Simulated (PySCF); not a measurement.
ClF₂H₃SSi₂, SMILES [SiH](F)(F)S[SiH2]Cl. Geometry: PBE-D3(BJ)/def2-SVP. This is a generated structure with no PubChem entry under its InChIKey; it may be hypothetical. The values are those of a single conformer.

Q: Give the equilibrium geometry at PBE-D3(BJ)/def2-SVP (PySCF confirms it by a frequency run) as Cartesian coordinates in Å. (Estimate from the structure and the level; the computed values follow.)

A: One answer among several that fit: 
```xyz
9

Si     1.2789     0.3214    -1.0647
F      2.4130    -0.1867    -0.0194
F      0.7416     1.7571    -0.5093
S     -0.3584    -1.0437    -1.1724
Si    -1.6849    -0.1280     0.2776
Cl    -0.8207    -0.0497     2.1621
H      1.9101     0.4957    -2.3996
H     -2.0674     1.2580    -0.1282
H     -2.8625    -1.0500     0.3072
```
Charge 0, spin multiplicity 1.
